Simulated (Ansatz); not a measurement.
Molecule: CW, charge 0, multiplicity 3. The spin state was set by rule; other spins were not relaxed. 
Geometry from a B3LYP-D3(BJ)/def2-TZVP (Ansatz, a first-principles code) optimisation:
```
W
C 1 1.7052
```
Charge 0, spin multiplicity 3.

Quantity: atomisation energy (electronic, to ground-state atoms), in eV. Valence correlation only, unless marked. UHF or UKS for open shells. No spin-orbit coupling. The frozen core is the preceding noble-gas configuration, with the filled d and f shells of earlier blocks. In def2 rows, elements after Kr have scalar-relativistic effective core potentials. The coupled-cluster limit lacks core correlation, which all-electron functionals hold. CBS(X,Y): correlation extrapolated as X^-3; Hartree-Fock from the larger set.

The UHF reference is spin-contaminated (<S^2> 1.06 over the pure value in the largest basis). The T1 diagnostic of CCSD in the largest basis is 0.117, which is high, so the coupled-cluster rows are less sure than usual.

```json
[
 {"level": "PBE-D4/def2-TZVPD", "program": "Ansatz + dftd4", "atomisation energy (eV)": "6.19"},
 {"level": "BLYP-D4/def2-TZVPD", "program": "Ansatz + dftd4", "atomisation energy (eV)": "5.87"},
 {"level": "PBE0/def2-SVP", "program": "Ansatz", "atomisation energy (eV)": "(withheld)"},
 {"level": "PBE0-D4/def2-TZVPD", "program": "Ansatz + dftd4", "atomisation energy (eV)": "5.42"},
 {"level": "CCSD(T)/CBS(def2-TZVPPD,def2-QZVPPD)", "program": "Ansatz", "atomisation energy (eV)": "(withheld)"}
]
```

Problem. Some entries are withheld; supply them.

Solution. 
- PBE0/def2-SVP, atomisation energy (eV): 5.31
- CCSD(T)/CBS(def2-TZVPPD,def2-QZVPPD), atomisation energy (eV): 5.36
